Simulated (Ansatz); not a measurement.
One change: `CN[SiH2]CN` becomes `NC[SiH3]`.

Ansatz, PBE0-D4/def2-TZVP geometries, multiplicity 1. Each molecule was computed in one conformer, which needn't be the lowest.

```tsv
property	`CN[SiH2]CN`
LUMO energy (PBE0/def2-TZVPP) / eV	0.64
HOMO energy (ωB97M-V/def2-TZVPP) / eV	-8.78
size of the dipole moment (PBE/def2-TZVPP) / D	1.56
LUMO energy (B3LYP/def2-TZVPP) / eV	0.35
size of the dipole moment (B3LYP/def2-TZVPP) / D	1.52
HOMO–LUMO gap (PBE/def2-TZVPP) / eV	4.87
```

Q: What does the change do to each property? (An estimate is asked.)

A: The calculation gave: 
```tsv
property	`NC[SiH3]`	shift
LUMO energy (PBE0/def2-TZVPP) / eV	0.62	-0.02
HOMO energy (ωB97M-V/def2-TZVPP) / eV	-9.36	-0.58
size of the dipole moment (PBE/def2-TZVPP) / D	1.63	0.07
LUMO energy (B3LYP/def2-TZVPP) / eV	0.33	-0.02
size of the dipole moment (B3LYP/def2-TZVPP) / D	1.61	0.09
HOMO–LUMO gap (PBE/def2-TZVPP) / eV	5.29	0.42
```

Dipoles are sizes alone; their direction can turn.

B3LYP here is the variant with VWN-RPA as its local correlation; programs differ in this.
